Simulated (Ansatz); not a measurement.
```xyz
10

C     0.0000    0.0037   -0.7274
C     0.0000   -0.0037    0.7274
C     0.0000    1.1141   -1.4779
C     0.0000   -1.1141    1.4779
H     0.0000   -0.9768   -1.2194
H     0.0000    0.9768    1.2194
H     0.0000    1.0675   -2.5695
H     0.0000    2.1089   -1.0210
H     0.0000   -1.0675    2.5695
H     0.0000   -2.1089    1.0210
```

Basis set: cc-pVDZ (spherical functions). Correlated methods keep 4 orbitals frozen. Charge 0, multiplicity 1.

Computed with Ansatz (development build ahead of 0.2.0); each method stands on the lowest determinant of its kind that the runs found. Restricted open shells among the atoms or ions are ROHF, correlated in semicanonical orbitals with singles.

The atomization energy at this shape (free ground-state atoms in the same class of orbitals less the molecule, no zero-point energy) of singlet C₄H₆:

```tsv
method	atomization energy
RHF-MP2	41.41 eV
```

**Question.** What does RHF give?

**Answer.** 32.89 eV.
